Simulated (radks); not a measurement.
Fractional charge and spin in the 5p shell of neodymium: the spin-up occupation runs from 2 to 3 and the spin-down occupation from 2 to 3; the fullest corner is Nd3+, [Kr] 4d10 4f(up 1.5, down 1.5) 5s2 5p(up 3, down 3). Method: scalar-relativistic Kohn-Sham, PBE, spin-polarised, spherical densities, finite nucleus; Fermi nuclear charge, rms radius of each element as measured or else 0.836 A^(1/3) + 0.57 fm; computed with a radial shooting solver on a logarithmic mesh with Libxc functionals. Energy (eV) minus the two flat planes that join the four corners (they meet along the diagonal where the two added fractions sum to one electron); zero is where a piecewise linear energy would lie.

down \ up       2    2.25     2.5    2.75       3
2           0.000  -1.222  -1.626  -1.217   0.000
2.25       -1.222  -1.564  -1.096   0.176  -1.167
2.5        -1.626  -1.096   0.235  -1.053  -1.552
2.75       -1.217   0.176  -1.053  -1.496  -1.161
3           0.000  -1.167  -1.552  -1.161   0.000

Corners above the fullest one (they belong to Nd4+ and the next ion): (up 3, down 2) 54.198 eV, (up 2, down 3) 54.198 eV, (up 2, down 2) 122.05 eV. With half an added electron in each spin the energy lies 0.235 eV from the planes, and with half an added electron in spin up alone -1.626 eV. The planes are only a guide here: the flat-plane condition holds for ground states with one frontier orbital, while this shell lies below other occupied shells, so the corners above the fullest one are inner-hole states and not the ground states of those ions.
